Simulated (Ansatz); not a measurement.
C22H13BO9S⁻, that is S-phenylphenoxathiinium bis(oxalato)borate with one electron more. The state is a doublet with charge -1. Geometry PBE-D4/def2-SVP; atoms count from 1.

```csv
atom,x (Å),y (Å),z (Å)
O1,-1.078,1.850,3.690
C2,-1.254,2.427,2.639
O3,-0.504,2.303,1.535
B4,-1.052,3.166,0.464
O5,-2.217,3.854,1.055
C6,-2.386,3.447,2.321
O7,-3.256,3.811,3.081
O8,-1.450,2.365,-0.724
C9,-0.744,2.769,-1.787
O10,-0.812,2.302,-2.906
C11,0.202,3.911,-1.321
O12,1.009,4.495,-2.012
O13,-0.032,4.122,-0.020
C14,1.059,-4.812,-2.279
C15,1.647,-4.170,-1.169
C16,1.339,-2.846,-0.849
C17,0.417,-2.124,-1.666
S18,-0.305,-0.579,-1.176
C19,1.131,0.315,-0.569
C20,1.862,1.079,-1.492
C21,3.015,1.759,-1.083
C22,3.446,1.645,0.251
C23,2.723,0.885,1.174
C24,1.540,0.228,0.777
O25,0.886,-0.467,1.748
C26,-0.442,-0.801,1.629
C27,-1.091,-1.226,2.796
C28,-2.468,-1.478,2.773
C29,-3.204,-1.298,1.580
C30,-2.551,-0.903,0.411
C31,-1.163,-0.651,0.425
C32,-0.199,-2.778,-2.773
C33,0.134,-4.096,-3.078
H34,1.310,-5.857,-2.517
H35,2.370,-4.717,-0.541
H36,1.818,-2.356,0.011
H37,1.498,1.151,-2.528
H38,3.556,2.396,-1.797
H39,4.350,2.177,0.584
H40,3.026,0.803,2.227
H41,-0.507,-1.283,3.726
H42,-2.979,-1.787,3.697
H43,-4.293,-1.458,1.572
H44,-3.103,-0.770,-0.533
H45,-0.925,-2.224,-3.390
H46,-0.324,-4.578,-3.957
```

Single mean-field runs in def2-SVP are fitted with def2-universal-jkfit.

**Question.** Estimate the Mulliken populations of the heavy atoms from the PBE0/def2-SVP orbitals of Ansatz.

**Answer.** 
```tsv
atom	charge (e)	spin (α − β)
O1	-0.24	0.00
C2	0.20	0.00
O3	-0.27	0.00
B4	0.26	0.00
O5	-0.25	0.00
C6	0.20	0.00
O7	-0.23	0.00
O8	-0.27	0.00
C9	0.18	0.00
O10	-0.24	0.00
C11	0.21	0.00
O12	-0.24	0.00
O13	-0.25	0.00
C14	-0.05	0.28
C15	-0.03	-0.13
C16	-0.01	0.21
C17	-0.13	0.09
S18	0.23	0.18
C19	-0.18	0.02
C20	0.00	-0.01
C21	-0.02	0.03
C22	0.00	-0.02
C23	-0.05	0.03
C24	0.27	-0.01
O25	-0.30	0.00
C26	0.22	0.08
C27	-0.01	-0.06
C28	-0.03	0.11
C29	-0.03	-0.04
C30	0.00	0.06
C31	-0.14	0.14
C32	0.01	0.13
C33	-0.04	-0.08
```
Mulliken values and Mayer orders depend strongly on the basis.

**Question.** Where does the spin sit?

**Answer.** Summed by element: O 0.00, C 0.83, B 0.00, S 0.18, H -0.01, of 1 unpaired in all. Largest on single atoms: C14 0.28, C16 0.21, S18 0.18.

**Question.** And the Mayer bond orders between bonded heavy atoms (over 0.3)?

**Answer.** O1–C2 2.10 (1.21 Å); C2–O3 1.17 (1.34 Å); C2–C6 0.84 (1.56 Å); O3–B4 0.97 (1.48 Å); B4–O5 1.03 (1.48 Å); B4–O8 0.97 (1.49 Å); B4–O13 1.02 (1.48 Å); O5–C6 1.17 (1.34 Å); C6–O7 2.12 (1.21 Å); O8–C9 1.19 (1.34 Å); C9–O10 2.07 (1.21 Å); C9–C11 0.84 (1.55 Å); C11–O12 2.11 (1.21 Å); C11–O13 1.19 (1.34 Å); C14–C15 1.35 (1.41 Å); C14–C33 1.31 (1.42 Å); C15–C16 1.48 (1.40 Å); C16–C17 1.25 (1.43 Å); C17–S18 0.99 (1.77 Å); C17–C32 1.28 (1.43 Å); S18–C19 0.95 (1.80 Å); S18–C31 0.82 (1.82 Å); C19–C20 1.39 (1.40 Å); C19–C24 1.34 (1.41 Å); C20–C21 1.41 (1.40 Å); C21–C22 1.35 (1.41 Å); C22–C23 1.41 (1.40 Å); C23–C24 1.38 (1.41 Å); C24–O25 1.06 (1.36 Å); O25–C26 1.01 (1.37 Å); C26–C27 1.43 (1.40 Å); C26–C31 1.30 (1.41 Å); C27–C28 1.39 (1.40 Å); C28–C29 1.33 (1.41 Å); C29–C30 1.45 (1.40 Å); C30–C31 1.35 (1.41 Å); C32–C33 1.50 (1.39 Å).
